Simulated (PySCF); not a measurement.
Molecule: sum formula MoO2Cl2, charge -1, multiplicity 2. The spin state was set by rule; other spins were not relaxed. 
Coordinates optimised at B3LYP-D3(BJ)/def2-TZVP (Ansatz):
```
Mo
O 1 1.7168
O 1 1.7168 2 116.54
Cl 1 2.3764 2 110.85 3 -128.02
Cl 1 2.3764 2 110.85 3 128.02
```
Charge -1, spin multiplicity 2.

Dispersion corrections to the total energy (kcal/mol) from the dftd3 and dftd4 libraries through PySCF: D3(BJ) without and D4 with the three-body term, each with the damping fitted for the functional named.

```
functional      D3(BJ)          D4
----------  ----------  ----------
LC-wPBE          -4.56       -5.56
r2SCAN      (withheld)       -1.12
CAM-B3LYP        -4.03       -4.39
HF              -33.12      -14.47
HSE06            -3.39  (withheld)
TPSSh            -5.10  (withheld)
B3LYP            -8.06       -8.00
```

Some entries are withheld; supply them.


- r2SCAN, D3(BJ): -1.10
- HSE06, D4: -3.99
- TPSSh, D4: -5.94
